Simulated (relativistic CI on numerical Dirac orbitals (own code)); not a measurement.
**Cr5+ in a cubic cluster: 2p photoemission with charge transfer**

Computed with a charge-transfer multiplet model of a cubic metal-ligand cluster with up to 2 ligand holes, Slater and spin-orbit integrals from Dirac-Coulomb-Breit ions, Slater integrals scaled by 0.7. The ground state mixes d1 with configurations of k ligand holes L, whose averages lie at kΔ + k(k − 1)U_dd/2; a core hole lowers each added d electron by U_cd. 300 K, Lorentzian 0.6 eV and Gaussian 0.8 eV FWHM.

Atomic integrals in eV (Slater integrals scaled, ζ unscaled), ground: F2dd 8.205, F4dd 5.167, zeta_d 0.045; with the core hole: F2dd 8.205, F4dd 5.167, zeta_d 0.067, zeta_core 5.615, F2cd 6.030, G1cd 4.759, G3cd 2.711. Where a configuration has fewer than two d electrons, the dd integrals are those of d2.

Cluster parameters (eV): Δ = -1.5, U_cd = 6.7, 10Dq = 2.05, 10Dq(ligand) = 0.1, V(eg) = 4, V(t2g) = -2.13, final-state hopping factor = 0.9.

```csv
Case,n_d,d1,d2L,d3L2,S
U_dd = 4.9 eV,2.07,0.19,0.54,0.26,0.50
U_dd = 5.6 eV,2.05,0.20,0.55,0.25,0.50
U_dd = 7 eV,2.01,0.21,0.56,0.23,0.50
```

Weights, n_d and S are thermal averages at 300 K. Binding energies count from the first peak over 30 % of the highest in each spectrum, which can be another peak from case to case. The parameters are a model scan and need not match a compound or its usual spin state. Peaks in eV (height, largest 100):
- U_dd = 4.9 eV: 0.0 (100), 4.2 (8), 9.5 (36), 12.6 (5), 17.8 (6)
- U_dd = 5.6 eV: 0.0 (100), 4.3 (8), 9.5 (36), 12.7 (5), 17.7 (5)
- U_dd = 7 eV: 0.0 (100), 4.3 (8), 9.5 (35), 12.8 (5), 17.6 (5)

Curve for U_dd = 4.9 eV (points under 2 left out, the grid thinned):

(E (eV), Intensity): (-3.4, 2.1), (-2.9, 2.9), (-2.3, 4.9), (-1.8, 9.3), (-1.2, 28.8), (-0.7, 65.7), (-0.1, 99.3), (0.4, 86.2), (1.0, 42.7), (1.5, 22.7), (2.1, 11.5), (2.6, 8.8), (3.1, 7.9), (3.7, 7.9), (4.2, 8.5), (4.8, 7.6), (5.3, 6.8), (5.9, 7.0), (6.4, 7.8), (7.0, 9.9), (7.5, 13.8), (8.1, 20.5), (8.6, 25.6), (9.1, 33.2), (9.7, 34.6), (10.2, 25.3), (10.8, 12.5), (11.3, 7.0), (11.9, 5.3), (12.4, 5.3), (13.0, 5.1), (13.5, 4.1), (14.1, 3.0), (14.6, 2.7), (15.1, 2.5), (15.7, 2.5), (16.2, 2.8), (16.8, 3.9), (17.3, 5.1), (17.9, 5.5), (18.4, 4.5), (19.0, 2.7), (26.3, 2.4), (26.9, 3.0), (27.4, 2.1)

For the case U_dd = 5.6 eV, Δ = -1.5 eV is smaller than U_dd = 5.6 eV, the charge-transfer side of the Zaanen-Sawatzky-Allen scheme (negative Δ: between configuration averages a ligand hole costs less than the nominal valence; multiplet and field energies can change this for the lowest states). With the core hole the average of the configuration with one ligand hole lies at Δ − U_cd = -8.2 eV before mixing: the effective hopping of about 7.8 eV (from the holes of the mixed ground state) is comparable with this gap or larger, so the configurations mix strongly.

With at most 2 ligand holes the space is cut while the next configuration still counts, so covalency is underestimated, and a final configuration with one more ligand hole, which can lie low, is missing from the spectra.
